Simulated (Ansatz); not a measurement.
Gas-phase electronic energies from Ansatz, PBE0-D4/def2-TZVP geometries. CCSD(T)/CBS is the MP2 limit (def2-TZVPP, def2-QZVPP) plus CCSD(T) − MP2 in def2-TZVPP, frozen cores. This one scheme is used for every species. Functionals use def2-TZVPP. HSE06 is defined as in plane-wave codes. def2 core potentials past Kr. For Sn outer-core shells are correlated without core-valence functions, which leaves a few kJ/mol of doubt a bond.

`[F][Sn]([Cl])([Cl])[Cl]` + HCl → tin tetrachloride + H–F  (ligand exchange at the Sn–F bond)

`[F][Sn]([Cl])([Cl])[Cl]`:

Cartesian coordinates in Å:
```
F 0.575 -1.767 0.488
Sn 0.009 -0.027 0.008
Cl -2.082 -0.214 -0.880
Cl 0.001 1.234 1.906
Cl 1.497 0.774 -1.521
```

HCl:

Z-matrix (Å, degrees):
```
Cl
H 1 1.279
```

`[Cl][Sn]([Cl])([Cl])[Cl]`:

```xyz
5

Cl   -0.892   -1.720    1.216
Sn    0.000    0.000    0.000
Cl    2.237    0.170    0.447
Cl   -0.303   -0.406   -2.231
Cl   -1.042    1.956    0.568
```

H–F:

Cartesian coordinates in Å:
```
F 0.410 0.198 -0.066
H -0.410 -0.198 0.066
```

(1) Is it downhill or uphill in electronic energy at CCSD(T)/CBS, and by how much? (An estimate is asked.)

(2) What do these levels give: BLYP-D4, r2SCAN0, HSE06, CAM-B3LYP, CCSD(T)/def2-SVP, CCSD/def2-TZVPP? (Estimate.)

Largest T1 diagnostic among the species: 0.012.

## Answers

(1) Computed: Downhill: ΔE = -39.0 kJ/mol.

(2) Ansatz gave: BLYP-D4 -29.6, r2SCAN0 -37.1, HSE06 -37.8, CAM-B3LYP -24.9, CCSD(T)/def2-SVP -29.8, CCSD/def2-TZVPP -35.4 kJ/mol.

At CCSD(T), def2-SVP lies +9.1 kJ/mol from the extrapolated value and def2-TZVPP +3.1 kJ/mol. From r2SCAN to r2SCAN0 (25 % exact exchange), in def2-TZVPP and without D4, ΔE moves by −6.8 kJ/mol. The D4 term adds −6.8 kJ/mol with B3LYP and −3.8 kJ/mol with PBE0; it sums over pairs of atoms, weighted by their polarisabilities, and B3LYP, whose exchange is more repulsive, gets the larger term.

B3LYP here is the variant with VWN-RPA as its local correlation; programs differ in this.
